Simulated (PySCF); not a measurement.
# Two-component Hartree-Fock for Ge⁺ (germanium, charge +1)

Start: [Ar] 3d10 4s1 4p2; 4s1/2 filled at m_j = +1/2; 4p3/2 filled at m_j = +1/2, +3/2. Calculated with PySCF 2.14 in x2c-TZVPall-2c with one added diffuse shell each of s, p, d type (7s8p5d1f, 63 functions): generalised Hartree-Fock with the X2C-1e Hamiltonian and a Gaussian nucleus; one run each with spin-orbit coupling (SO) switched off, then screened by Boettger's factors. This is a chosen level, not necessarily the ground level.

| spinor shell | electrons | ε, spin-free (eV) | ε, screened SO (eV) | weight of nominal j (screened SO) | rms radius, screened SO (bohr) |
| --- | --- | --- | --- | --- | --- |
| 1s1/2 | 2 | -11189.9 | -11189.7 | 1.000 | 0.0542 |
| 2s1/2 | 2 | -1464.4 | -1464.4 | 1.000 | 0.227 |
| 2p1/2 | 2 | -1276.3 | -1298.1 | 1.000 | 0.201 |
| 2p3/2 | 4 | -1276.3 | -1265.8 | 1.000 | 0.204 |
| 3s1/2 | 2 | -211.85 | -211.87 | 1.000 | 0.668 |
| 3p1/2 | 2 | -152.24 | -155.33 | 0.998 | 0.693 |
| 3p3/2 | 4 | -152.24 | -150.80 | 0.999 | 0.703 |
| 3d3/2 | 4 | -53.997 | -54.424 | 0.965 | 0.811 |
| 3d5/2 | 6 | -53.997 | -53.769 | 0.976 | 0.812 |
| 4s1/2 | 1 | -27.843 | -27.851 | 0.999 | 2.20 |
| 4p3/2 | 2 | -17.068 | -17.037 | 0.818 | 2.69 |

```csv
quantity,spin-free,screened SO
E (hartree),-2096.55460,-2096.62893
M_J,5/2,5/2
⟨J²⟩,8.756,8.756
⟨L²⟩,2.004,2.010
⟨S²⟩,3.752,3.751
```

Each row is a mean over spinors that exchange with the open shell spreads, by up to 0.798 eV (3s1/2).

Rows whose weight is well below 1 are mixtures of j = l ± 1/2: exchange outweighs spin-orbit coupling there, and the label is only the starting occupation.

Without spin-orbit coupling the j labels of p, d and f shells carry no meaning; the spin-free column gives the mean over the occupied spinors of each nl shell.
